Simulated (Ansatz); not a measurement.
SiH₃SF₃, singlet: at a first-order saddle point.

Input (in.yaml):

```yaml
crystal:
  periodic: [false, false, false]
  atoms:
    - {symbol: Si, position_ang: [-0.474140, 0.113833, -0.557696]}
    - {symbol: F, position_ang: [1.255238, -0.600321, -0.747603]}
    - {symbol: F, position_ang: [-1.057513, -1.167825, -1.283425]}
    - {symbol: F, position_ang: [-1.841337, 0.773522, -0.013205]}
    - {symbol: H, position_ang: [0.025078, 1.264106, -1.319595]}
    - {symbol: H, position_ang: [1.232880, -0.734108, 0.493305]}
    - {symbol: S, position_ang: [0.199672, -0.445086, 1.593382]}
    - {symbol: H, position_ang: [0.660222, 0.795979, 1.834838]}
basis:
  gaussian: {orbitals: def2-TZVPP}
hamiltonian: {xc: {name: PBE-QIDH}}
```

Launched with

```bash
ansatz run in.yaml --threads 4 --pin off --events-out ev --progress --plain --max-ram 9574MiB
```

The run's output (Ansatz 0.2.0):

```
Functional definition: PBE-QIDH
  name "PBE-QIDH"
  cite "Brémond, Sancho-García, Pérez-Jiménez & Adamo, J. Chem. Phys. 141, 031101 (2014) doi:10.1063/1.4890314"
  cite "Perdew, Burke & Ernzerhof, Phys. Rev. Lett. 77, 3865 (1996) doi:10.1103/PhysRevLett.77.3865"
  parameter a = 3^(-1/3)
  parameter c = 1/3
  exchange = (1 - a)*pbe_x + a*exact_x
  correlation = (1 - c)*pbe_c + c*(mp2_os + mp2_ss)
1340 factors; integrals over basis functions are off by at most 1.0e-3 eV
mean field evaluation 1: about -26885.6204 eV, gradient 4.7e1 eV
mean field evaluation 2: about -26885.8182 eV, gradient 4.7e1 eV
mean field evaluation 4: about -26889.2016 eV, gradient 2.2e0 eV
mean field evaluation 8: about -26889.2327 eV, gradient 4.8e-1 eV
mean field evaluation 16: about -26889.2331 eV, gradient 2.9e-4 eV
mean field -26889.23314945 eV, -988.1610920653 hartree, gradient 4.0e-6 eV, S^2 0.000000; 0 other end points of the search recorded, 0 dependent functions left out
13 core orbitals not correlated: weight in the atoms' cores, before any rotation towards them, 1.000 or more for the frozen orbitals, at most 0.000 for the correlated occupied ones
reference -26889.23315907 eV, -988.1610924191 hartree; 17, 17 occupied and 189, 189 virtual orbitals, 1340 factors
second order -33.13099785 eV of doubles, -0.00000000 eV of singles
Total energy: -26900.27682502 eV, -988.5669396571 hartree
```

Hardware: 4 CPU threads of an Arm Neoverse V2, shared host. Wall time about 3.5 s.
